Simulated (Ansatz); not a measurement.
Spectroscopic constants of NaS-, multiplicity 3 (an upper state: multiplicity 1 came lower at CCSD(T)/def2-TZVPP on PBE0 minima).

Seven points along R, fitted to fifth degree in 1/R; most abundant isotopes. Runs in def2 and cc sets follow the lowest solution found near the PBE0 minimum.

Codes used: Ansatz (a program for electronic structure). Values without a source in brackets are computed.

```json
[
 {"level": "PBE/def2-TZVPP", "r_e (Å)": "2.644", "ω_e (cm⁻¹)": "243", "ω_e x_e (cm⁻¹)": "1.9", "α_e (cm⁻¹)": "0.0019"},
 {"level": "PBE0/def2-TZVPP", "r_e (Å)": "2.631", "ω_e (cm⁻¹)": "250", "ω_e x_e (cm⁻¹)": "1.9", "α_e (cm⁻¹)": "0.0019"},
 {"level": "wB97X-V/def2-TZVPP", "r_e (Å)": "2.632", "ω_e (cm⁻¹)": "254", "ω_e x_e (cm⁻¹)": "1.8", "α_e (cm⁻¹)": "0.0018"},
 {"level": "CCSD/def2-TZVPP", "r_e (Å)": "2.635", "ω_e (cm⁻¹)": "249", "ω_e x_e (cm⁻¹)": "1.7", "α_e (cm⁻¹)": "0.0019"},
 {"level": "CCSD(T)/def2-TZVPP", "r_e (Å)": "2.633", "ω_e (cm⁻¹)": "250", "ω_e x_e (cm⁻¹)": "1.7", "α_e (cm⁻¹)": "0.0019"}
]
```

Correlated levels freeze the inner cores; with def2 sets outer-core shells near the valence are correlated too.
